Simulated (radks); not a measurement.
Initial-state core-level shifts of the zinc ion Zn3+ when its valence configuration changes from [Ar] 3d9. Calculated with a radial shooting solver on a logarithmic mesh with Libxc functionals: scalar-relativistic Kohn-Sham, SCAN, spin-polarised, spherical densities, finite nucleus; open shells are filled with parallel spins first; meta-GGA in the generalised Kohn-Sham scheme; Fermi nuclear charge, rms radius 3.9283 fm. Shifts are changes of the shell-averaged eigenvalues in eV (positive: less bound); the change of the density at the nucleus, which sets a Mossbauer isomer shift, is in e/bohr^3, on a base of 2.53e+04.

valence	1s	2s	2p	3p	density at nucleus
3d8 4p1	-11.575	-12.594	-12.528	-10.467	+4.493
3d7 4p2	-23.782	-25.994	-25.871	-21.087	+9.870
3d7 4s1 4p1	-22.398	-24.646	-24.533	-19.718	+32.172
3d8.5 4s0.5	-4.979	-5.500	-5.470	-4.477	+11.717
